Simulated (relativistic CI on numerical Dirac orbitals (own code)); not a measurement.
**Ti⁴⁺ in a cubic cluster: L2,3 absorption with charge transfer**

Computed with a charge-transfer multiplet model of a cubic metal-ligand cluster with up to 2 ligand holes, Slater and spin-orbit integrals from Dirac-Coulomb-Breit ions, Slater integrals scaled by 0.9. The ground state mixes d0 with configurations of k ligand holes L, whose averages lie at kΔ + k(k − 1)U_dd/2; a core hole lowers each added d electron by U_cd. 300 K, Lorentzian 0.4 eV and Gaussian 0.3 eV FWHM.

Atomic integrals in eV (Slater integrals scaled, ζ unscaled), ground: F2dd 7.400, F4dd 4.602, zeta_d 0.013; with the core hole: F2dd 7.400, F4dd 4.602, zeta_d 0.032, zeta_core 3.741, F2cd 5.699, G1cd 4.259, G3cd 2.418. Where a configuration has fewer than two d electrons, the dd integrals are those of d2.

Cluster parameters (eV): Δ = 3.7, U_dd = 5.1, U_cd = 5.7, 10Dq(ligand) = 1.5, V(eg) = 1.65, V(t2g) = -0.78, final-state hopping factor = 0.9.

| Case | n_d | d0 | d1L | d2L2 | S |
| --- | --- | --- | --- | --- | --- |
| 10Dq = 0.7 eV | 0.45 | 0.59 | 0.37 | 0.04 | 0.00 |
| 10Dq = 1 eV | 0.44 | 0.60 | 0.36 | 0.04 | 0.00 |
| 10Dq = 1.6 eV | 0.43 | 0.61 | 0.35 | 0.04 | 0.00 |

Weights, n_d and S are thermal averages at 300 K. Photon energies count from the first peak over 30 % of the highest in each spectrum, which can be another peak from case to case. The parameters are a model scan and need not match a compound or its usual spin state. Peaks in eV (height, largest 100):
- 10Dq = 0.7 eV: -1.9 (6), 0.0 (48), 1.8 (8), 4.0 (11), 5.6 (100), 7.0 (9)
- 10Dq = 1 eV: -1.9 (9), 0.0 (51), 1.6 (9), 3.8 (15), 5.7 (100)
- 10Dq = 1.6 eV: -2.3 (13), 0.0 (42), 1.2 (10), 3.5 (21), 5.7 (100)

A d0 ion has no d-d gap: its lowest excitations are ligand-to-metal charge transfer. With the core hole the configuration with one ligand hole lies at Δ + U_dd − U_cd = 3.1 eV above the one without, against Δ in the ground state. The added d electron screens the hole, so the order of the configurations is kept and charge-transfer satellites are weaker than in photoemission.
